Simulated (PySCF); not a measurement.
BeCl, SMILES [Be+][Cl], charge +1. Geometry optimised at B3LYP-D3(BJ)/def2-TZVPD. The spin state was assumed, not searched.

Computed equilibrium geometry at B3LYP-D3(BJ)/def2-TZVPD (PySCF confirms it by a frequency run) as a Z-matrix, and its point group:
point group C∞v.
```
Be
Cl 1 1.7251
```
Charge +1, spin multiplicity 1.
